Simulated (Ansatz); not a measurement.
Reaction (ligand exchange at a Te–Sb bond): `[SbH2][TeH]` + `N[AsH2]` → `N[AsH][TeH]` + `[SbH3]`

Calculated with Ansatz (gas phase, PBE0-D4/def2-TZVP geometries, no zero-point term in ΔE). CBS: MP2 limit from def2 TZ/QZ plus the TZ coupled-cluster correction, frozen cores. Functionals use def2-TZVPP. B3LYP here is the variant with VWN-RPA as its local correlation; programs differ in this. HSE06 is defined as in plane-wave codes. Elements past krypton have def2 core potentials. For As, Sb, Te outer-core shells are correlated without core-valence functions, which leaves a few kJ/mol of doubt a bond. Scalar relativity is left out up to krypton. One conformer a species, not always the lowest.

```json
{"level": "PBE-D4", "ΔE (kJ/mol)": "4.5", "difference from CCSD(T)/CBS": "-11.7"}
{"level": "revPBE-D4", "ΔE (kJ/mol)": "3.2", "difference from CCSD(T)/CBS": "-13.0"}
{"level": "BLYP-D4", "ΔE (kJ/mol)": "3.4", "difference from CCSD(T)/CBS": "-12.8"}
{"level": "r2SCAN-D4", "ΔE (kJ/mol)": "7.3", "difference from CCSD(T)/CBS": "-8.9"}
{"level": "B97M-V", "ΔE (kJ/mol)": "7.1", "difference from CCSD(T)/CBS": "-9.1"}
{"level": "PBE0-D4", "ΔE (kJ/mol)": "10.3", "difference from CCSD(T)/CBS": "-5.9"}
{"level": "B3LYP-D4", "ΔE (kJ/mol)": "8.6", "difference from CCSD(T)/CBS": "-7.6"}
{"level": "r2SCAN0-D4", "ΔE (kJ/mol)": "11.6", "difference from CCSD(T)/CBS": "-4.6"}
{"level": "HSE06-D4", "ΔE (kJ/mol)": "10.2", "difference from CCSD(T)/CBS": "-6.0"}
{"level": "BHLYP-D4", "ΔE (kJ/mol)": "15.2", "difference from CCSD(T)/CBS": "-1.0"}
{"level": "CAM-B3LYP-D4", "ΔE (kJ/mol)": "11.4", "difference from CCSD(T)/CBS": "-4.8"}
{"level": "B2PLYP", "ΔE (kJ/mol)": "11.8", "difference from CCSD(T)/CBS": "-4.4"}
{"level": "PBE-QIDH", "ΔE (kJ/mol)": "14.4", "difference from CCSD(T)/CBS": "-1.8"}
{"level": "PBE", "ΔE (kJ/mol)": "6.0", "difference from CCSD(T)/CBS": "-10.2"}
{"level": "revPBE", "ΔE (kJ/mol)": "7.2", "difference from CCSD(T)/CBS": "-9.0"}
{"level": "BLYP", "ΔE (kJ/mol)": "6.5", "difference from CCSD(T)/CBS": "-9.7"}
{"level": "r2SCAN", "ΔE (kJ/mol)": "7.8", "difference from CCSD(T)/CBS": "-8.4"}
{"level": "PBE0", "ΔE (kJ/mol)": "11.6", "difference from CCSD(T)/CBS": "-4.6"}
{"level": "B3LYP", "ΔE (kJ/mol)": "10.9", "difference from CCSD(T)/CBS": "-5.3"}
{"level": "r2SCANh", "ΔE (kJ/mol)": "9.6", "difference from CCSD(T)/CBS": "-6.6"}
{"level": "r2SCAN0", "ΔE (kJ/mol)": "12.2", "difference from CCSD(T)/CBS": "-4.0"}
{"level": "HSE06", "ΔE (kJ/mol)": "11.4", "difference from CCSD(T)/CBS": "-4.8"}
{"level": "BHLYP", "ΔE (kJ/mol)": "16.1", "difference from CCSD(T)/CBS": "-0.1"}
{"level": "CAM-B3LYP", "ΔE (kJ/mol)": "12.8", "difference from CCSD(T)/CBS": "-3.4"}
{"level": "LC-ωPBE", "ΔE (kJ/mol)": "16.2", "difference from CCSD(T)/CBS": "0.0"}
{"level": "RPA@PBE/def2-TZVPP", "ΔE (kJ/mol)": "11.2", "difference from CCSD(T)/CBS": "-5.0"}
{"level": "HF/def2-SVP", "ΔE (kJ/mol)": "25.6", "difference from CCSD(T)/CBS": "9.4"}
{"level": "CCSD/def2-SVP", "ΔE (kJ/mol)": "17.2", "difference from CCSD(T)/CBS": "1.0"}
{"level": "CCSD(T)/def2-SVP", "ΔE (kJ/mol)": "14.7", "difference from CCSD(T)/CBS": "-1.5"}
{"level": "HF/def2-TZVPP", "ΔE (kJ/mol)": "22.7", "difference from CCSD(T)/CBS": "6.5"}
{"level": "MP2/def2-TZVPP", "ΔE (kJ/mol)": "13.7", "difference from CCSD(T)/CBS": "-2.5"}
{"level": "SCS-MP2/def2-TZVPP", "ΔE (kJ/mol)": "14.6", "difference from CCSD(T)/CBS": "-1.6"}
{"level": "CCSD/def2-TZVPP", "ΔE (kJ/mol)": "13.8", "difference from CCSD(T)/CBS": "-2.4"}
{"level": "CCSD(T)/def2-TZVPP", "ΔE (kJ/mol)": "11.3", "difference from CCSD(T)/CBS": "-4.9"}
{"level": "HF/def2-QZVPP", "ΔE (kJ/mol)": "23.9", "difference from CCSD(T)/CBS": "7.7"}
{"level": "MP2/def2-QZVPP", "ΔE (kJ/mol)": "16.9", "difference from CCSD(T)/CBS": "0.7"}
{"level": "SCS-MP2/def2-QZVPP", "ΔE (kJ/mol)": "17.8", "difference from CCSD(T)/CBS": "1.6"}
{"level": "HF/CBS(def2)", "ΔE (kJ/mol)": "24.0", "difference from CCSD(T)/CBS": "7.8"}
{"level": "MP2/CBS(def2)", "ΔE (kJ/mol)": "18.6", "difference from CCSD(T)/CBS": "2.4"}
{"level": "CCSD/CBS(def2)", "ΔE (kJ/mol)": "18.7", "difference from CCSD(T)/CBS": "2.5"}
{"level": "CCSD(T)/CBS", "ΔE (kJ/mol)": "16.2", "difference from CCSD(T)/CBS": "0"}
```

Largest T1 diagnostic among the species: 0.014.

From PBE to PBE0 (25 % exact exchange), in def2-TZVPP and without D4, ΔE moves by +5.7 kJ/mol. In def2-TZVPP, CCSD(T) changes the Hartree–Fock value by −11.4 kJ/mol (the triples alone add −2.5 kJ/mol) and MP2 by −9.0 kJ/mol.
